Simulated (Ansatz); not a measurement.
C9H20N, that is N-butyl-N-methylpyrrolidinium with one electron more. Total charge 0; doublet. Geometry r2SCAN-D4/def2-SVP, that of the charge +1 singlet.

```xyz
30

C     3.515    2.190    0.441
C     2.076    2.104   -0.054
C     1.514    0.681    0.035
C     0.094    0.634   -0.499
N    -0.635   -0.685   -0.316
C     0.179   -1.820   -0.848
C    -1.979   -0.631   -1.053
C    -2.957   -1.342   -0.137
C    -2.514   -0.840    1.237
C    -0.996   -0.934    1.162
H     3.596    1.879    1.495
H     3.893    3.220    0.369
H     4.183    1.548   -0.153
H     1.434    2.785    0.532
H     2.018    2.452   -1.101
H     1.549    0.343    1.087
H     2.167    0.002   -0.539
H     0.077    0.840   -1.582
H    -0.538    1.390   -0.007
H     0.494   -1.586   -1.873
H    -0.439   -2.727   -0.842
H     1.058   -1.970   -0.210
H    -2.243    0.432   -1.156
H    -1.848   -1.063   -2.054
H    -2.857   -2.437   -0.214
H    -3.997   -1.087   -0.385
H    -2.836    0.203    1.387
H    -2.909   -1.432    2.075
H    -0.639   -1.941    1.417
H    -0.459   -0.207    1.784
```

Task: Estimate the α-spin orbital energies around the gap (eV) in Ansatz with PBE-D4/def2-TZVP, BLYP-D4/def2-TZVP, PBE0-D4/def2-TZVP.

Result: 
| orbital | PBE-D4/def2-TZVP | BLYP-D4/def2-TZVP | PBE0-D4/def2-TZVP |
| --- | --- | --- | --- |
| HOMO−5 | -8.58 | -8.54 | -10.02 |
| HOMO−4 | -8.36 | -8.28 | -9.76 |
| HOMO−3 | -8.20 | -8.15 | -9.61 |
| HOMO−2 | -8.13 | -8.05 | -9.52 |
| HOMO−1 | -7.86 | -7.83 | -9.27 |
| HOMO | -0.45 | -0.35 | -0.65 |
| LUMO | 0.19 | 0.26 | 0.87 |
| LUMO+1 | 0.26 | 0.30 | 0.98 |
| LUMO+2 | 0.44 | 0.51 | 1.17 |
| LUMO+3 | 0.78 | 0.83 | 1.63 |
| LUMO+4 | 0.94 | 0.98 | 1.75 |
| LUMO+5 | 1.01 | 1.05 | 1.94 |
| β HOMO | -7.84 | -7.82 | -9.26 |
| β LUMO | -0.14 | -0.11 | 0.66 |
